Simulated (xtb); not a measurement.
Ta(NH)(OH)2(NH2) (H5N2O2Ta), SMILES [Ta]([OH])(=[NH])([OH])[NH2], multiplicity 1. All values are semi-empirical tight-binding results from xtb (GFN2-xTB unless named), good for trends rather than for accurate numbers. Geometry optimised at GFN2-xTB. The spin state was assumed, not searched. The structure was generated by enumeration; whether it is a known compound was not checked. One conformer was computed; it need not be the lowest.

For metal compounds this method's bond lengths and energies can be far off.

```yaml
point_group_as_xtb_finds_it: Cs
orbital_gap: 3.69 eV
zero_point_energy: 36.8 kcal/mol
G − E(el) at 298.15 K (modified RRHO): 15.0 kcal/mol
```
